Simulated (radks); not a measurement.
Neutral chromium inside a hard spherical wall (all orbitals vanish at R), configuration held at [Ar] 3d5 4s1 and not refilled when levels cross. Calculated with a radial shooting solver on a logarithmic mesh with Libxc functionals: scalar-relativistic Kohn-Sham, PBE, spin-polarised, spherical densities, point nucleus; open shells are filled with parallel spins first. Eigenvalues in eV for spin up, with the zero of energy where the potential of the charges vanishes at infinity; a dash marks a level that is unbound or too diffuse for the functional's potential to be trusted. A positive occupied level is held by the wall or, in an anion where self-interaction has pushed it up, behind a barrier. The pressure on the wall is -dE/dV.

R (bohr)  E (hartree)  kinetic (hartree)    e(3s)    e(3p)   e(4s)   e(3d)  e(4p, empty)  e(5s, empty)  pressure (GPa)
free      -1050.72799           1061.386  -74.778  -46.243  -4.468  -3.723        -1.220             -               0
20        -1050.72799           1061.386  -74.778  -46.243  -4.468  -3.723        -1.219             -        < 0.0001
12        -1050.72793           1061.387  -74.771  -46.236  -4.463  -3.716        -1.168         0.788        0.000967
10        -1050.72751           1061.391  -74.733  -46.198  -4.431  -3.680        -1.039         1.824          0.0120
6         -1050.69509           1061.563  -73.576  -45.053  -3.248  -2.621         1.216        12.402            2.29
4         -1050.41171           1062.614  -68.922  -40.518   3.564   1.751        10.691        44.742            57.0
3.5       -1050.12950           1063.548  -65.950  -37.646   9.356   4.743        18.007        66.622             152
2         -1043.65915           1084.576  -35.431   -6.357  105.30  41.109        122.72        324.82            8870
1.5       -1027.29737           1131.960   13.761   46.085  279.59  97.792        295.58        703.20           65200
